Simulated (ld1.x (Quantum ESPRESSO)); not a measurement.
# phosphorus (P), ultrasoft: configuration errors across variants

ld1.x (Quantum ESPRESSO) 7.5 input, shortened:

```
&input
   title='P', zed=15., rel=0, dft='PBE', iswitch=3,
   config='[Ne] 3s1.5 3p3.5'
 /
 &inputp
   pseudotype=3, tm=.true., lloc=-1, rcloc=1.55,
   nlcc=.false.
 /
4
3S  1  0   1.50   0.00  1.30  1.80  0.0
3S  1  0   0.00  -0.70  1.30  1.80  0.0
3P  2  1   3.50   0.00  1.65  1.75  0.0
3P  2  1   0.00   0.35  1.65  1.75  0.0
 &test
   configts(1)='3s1.5 3p3.5'
 /
```

All-electron excitation energies from the reference (eV): (1) 3s2 3p3 -4.207; (2) 3s2 3p2 5.535; (3) 3s2 3p1 24.694; (4) 3s2 3p0 54.444; (5) 3s2 3p2.5 -0.426; (6) 3s0 3p5 12.816; (7) 3s1 3p0 106.325.

Errors AE − PS in meV (a dash: test not solved or not reliable):

| change | (1) | (2) | (3) | (4) | (5) | (6) | (7) | bound ghosts |
| --- | --- | --- | --- | --- | --- | --- | --- | --- |
| base | +1.8 | +3.5 | +12 | +52 | +2.4 | +4.1 | +195 | none |
| all radii scaled by about 0.78 (s 1.40, p 1.36 bohr, rcut 1.02/1.28); local potential all-electron potential smoothed inside 1.20 bohr (lloc = -1) | +7.5 | +16 | +41 | +102 | +11 | +161 | +162 | none |
| all radii scaled by about 0.85 (s 1.52, p 1.48 bohr, rcut 1.10/1.38); local potential all-electron potential smoothed inside 1.30 bohr (lloc = -1) | +5.5 | +12 | +32 | +100 | +7.8 | +80 | +193 | none |
| all radii scaled by about 1.09 (s 1.96, p 1.90 bohr, rcut 1.42/1.80); local potential all-electron potential smoothed inside 1.68 bohr (lloc = -1) | +0.3 | +0.7 | +9.4 | +53 | +0.3 | -1.1 | +205 | none |
| all radii scaled by about 1.18 (s 2.12, p 2.06 bohr, rcut 1.54/1.94); local potential all-electron potential smoothed inside 1.82 bohr (lloc = -1) | +0.2 | +0.2 | +11 | +60 | 0.0 | -0.7 | +217 | none |
| all radii scaled by about 1.28 (s 2.30, p 2.24 bohr, rcut 1.66/2.10); local potential all-electron potential smoothed inside 1.98 bohr (lloc = -1) | +0.6 | +2.9 | +19 | +81 | +1.1 | 0.0 | +239 | none |

**Question.** Give the same row for: all radii scaled by about 1.38 (s 2.48, p 2.42 bohr, rcut 1.80/2.28); local potential all-electron potential smoothed inside 2.14 bohr (lloc = -1).

**Answer.** +1.6, +5.8, +28, +103, +2.7, +2.2, +258; bound ghosts: none.
